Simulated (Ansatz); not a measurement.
Molecule: sum formula GaClF$_{2}$ (charge 0, singlet). 
Structure (B3LYP-D3(BJ)/def2-TZVP (Ansatz, a program for electronic structure) minimum search):
SMILES: [F][Ga]([F])[Cl]
```xyz
4

F     -0.9844     1.6357     0.0623
Ga    -0.2910     0.0420     0.0047
F     -1.4081    -1.2904    -0.0239
Cl     1.7972    -0.2593    -0.0289
```
Charge 0, spin multiplicity 1.

Wanted: atomisation energy (electronic, to ground-state atoms), in eV. Valence correlation only, unless marked. Open shells are spin-unrestricted. Spin-orbit coupling is left out. Frozen are the shells of the preceding noble gas and the d and f shells that filled before the atom's block. Non-relativistic. The coupled-cluster limit lacks core correlation, which all-electron functionals hold. Basis-set limits of correlation are two-point, X^-3; Hartree-Fock from the larger set.

```json
[
 {"level": "BLYP/def2-TZVPD", "program": "Ansatz", "atomisation energy (eV)": "13.10"},
 {"level": "B3LYP-D3(BJ)/def2-TZVPD", "program": "Ansatz + dftd3", "atomisation energy (eV)": "13.10"},
 {"level": "r2SCAN0-D4/def2-TZVPD", "program": "Ansatz + dftd4", "atomisation energy (eV)": "13.17"},
 {"level": "r2SCAN0/def2-TZVPD", "program": "Ansatz", "atomisation energy (eV)": "13.15"},
 {"level": "HSE06-D3(BJ)/def2-TZVPD", "program": "Ansatz + dftd3", "atomisation energy (eV)": "13.32"},
 {"level": "B2GP-PLYP-D3(BJ)/def2-TZVPD", "program": "Ansatz + dftd3", "atomisation energy (eV)": "13.59"},
 {"level": "B2PLYP-D3(BJ)/def2-TZVPD", "program": "Ansatz + dftd3", "atomisation energy (eV)": "?"},
 {"level": "PBE-QIDH/def2-TZVPD", "program": "Ansatz", "atomisation energy (eV)": "13.63"},
 {"level": "RPA@PBE/def2-QZVPP", "program": "Ansatz", "atomisation energy (eV)": "?"},
 {"level": "CCSD/STO-3G", "program": "Ansatz", "atomisation energy (eV)": "5.98"},
 {"level": "CCSD(T)/CBS(def2-TZVPPD,def2-QZVPPD)", "program": "Ansatz", "atomisation energy (eV)": "?"}
]
```

Fill in the missing entries.


- B2PLYP-D3(BJ)/def2-TZVPD, atomisation energy (eV): 13.49
- RPA@PBE/def2-QZVPP, atomisation energy (eV): 12.45
- CCSD(T)/CBS(def2-TZVPPD,def2-QZVPPD), atomisation energy (eV): 13.99
